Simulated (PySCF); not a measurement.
4-tert-butylpyridine (C9H13N), SMILES CC(C)(C)c1ccncc1.

Geometry: PBE0-D3(BJ)/def2-SVP.

These are PySCF with PBE/def2-SVP values and carry that method's errors.

Gas-phase values at a fixed geometry.

The total energy is -404.70568 hartree. The point group is Cs and the highest occupied level is -5.49 eV. The lowest empty level is -1.45 eV, the orbital gap comes out as 4.05 eV and the dipole moment is 2.72 D. The quadrupole, principal values (traceless, Buckingham form, about the centre of nuclear charge) is -8.80, -0.27, 9.07 D·Å, the mean static polarisability is 101.2 bohr³ (14.99 Å³) and the polarisability, principal values comes out as 70.7, 108.1, 124.8 bohr³.
